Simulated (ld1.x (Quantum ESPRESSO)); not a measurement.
## Reading a pseudo-wave (terbium (Tb))

Columns: radius, all-electron u(r) and pseudo u(r) of the 5p shell (level -24.83 eV) of terbium in the configuration [Kr] 4d10 5s2 4f9 5p6 5d0 6s2 6p0; PBE, scalar-relativistic, TM scheme, ld1.x (Quantum ESPRESSO) 7.5.

| r (bohr) | all-electron | pseudo |
| --- | --- | --- |
| 0.160 | -0.3005 | -0.0213 |
| 0.320 | 0.2039 | -0.0851 |
| 0.480 | 0.4530 | -0.1906 |
| 0.640 | 0.1343 | -0.3346 |
| 0.800 | -0.3025 | -0.5062 |
| 0.960 | -0.6384 | -0.6815 |
| 1.120 | -0.8338 | -0.8244 |
| 1.280 | -0.9121 | -0.9024 |
| 1.440 | -0.9092 | -0.9070 |
| 1.600 | -0.8566 | -0.8566 |
| 1.760 | -0.7777 | -0.7777 |
| 1.920 | -0.6882 | -0.6882 |
| 2.080 | -0.5979 | -0.5979 |
| 2.240 | -0.5126 | -0.5126 |
| 2.400 | -0.4349 | -0.4349 |
| 2.560 | -0.3663 | -0.3663 |
| 2.720 | -0.3066 | -0.3066 |
| 2.880 | -0.2556 | -0.2556 |
| 3.040 | -0.2122 | -0.2122 |
| 3.200 | -0.1758 | -0.1758 |
| 3.360 | -0.1453 | -0.1453 |
| 3.520 | -0.1199 | -0.1199 |
| 3.680 | -0.0987 | -0.0987 |
| 3.840 | -0.0812 | -0.0812 |
| 4.000 | -0.0667 | -0.0667 |
| 4.160 | -0.0546 | -0.0546 |

(1) How many radial nodes do the two functions have?

(2) At about which radius was the pseudo-wave matched?

(3) Is the pseudo-wave norm-conserving?

Results:

(1) The all-electron 5p function has n − l − 1 = 3 (the table is too coarse to show those close to the nucleus); the pseudo-wave has 0, since the states of the same l below it are removed with the core.

(2) 1.75 bohr, where the columns begin to agree (steps of 0.16 bohr).

(3) Yes: the TM scheme keeps the norm inside the radius equal to the all-electron one, which fixes the energy derivative of the logarithmic derivative at the level.
